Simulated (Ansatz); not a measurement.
H$_{6}$SSiSn (`[SiH3][S][SnH3]`), relaxed with RKS PBE-D4/def2-SVP in Ansatz from a rough embedded geometry. The force threshold is 0.03 eV/Å; the program also tests the step.

Total charge 0; spin multiplicity 1. Sn: def2 effective core potential.

Start:

```xyz
9

Si    0.679    0.431    1.394
S     0.864   -1.356    0.335
Sn   -0.587   -0.516   -1.392
H     1.170    1.516    0.628
H     1.499    0.369    2.677
H    -0.734    0.680    1.821
H    -0.776   -1.800   -2.649
H     0.094    0.861   -2.100
H    -2.209   -0.183   -0.713
```

Problem. How much energy does the relaxation release, and in how many steps? (An estimate is asked.)

Solution. Ansatz gave: 26.93 kJ/mol, in 4 steps.

Problem. Which bonds change most? (Best estimate.)

Solution. Computed: Si1–H4 from 1.416 to 1.506 Å; Sn3–H7 from 1.806 to 1.722 Å; Si1–S2 from 2.085 to 2.159 Å; Sn3–H9 from 1.789 to 1.727 Å.

Problem. Give the relaxed structure. (Estimate.)

Solution. Computed: 
```xyz
9

Si    0.711    0.475    1.512
S     0.796   -1.308    0.296
Sn   -0.675   -0.566   -1.524
H     1.225    1.683    0.773
H     1.580    0.214    2.710
H    -0.693    0.777    1.969
H    -0.720   -1.901   -2.611
H     0.009    0.841   -2.256
H    -2.234   -0.214   -0.869
```
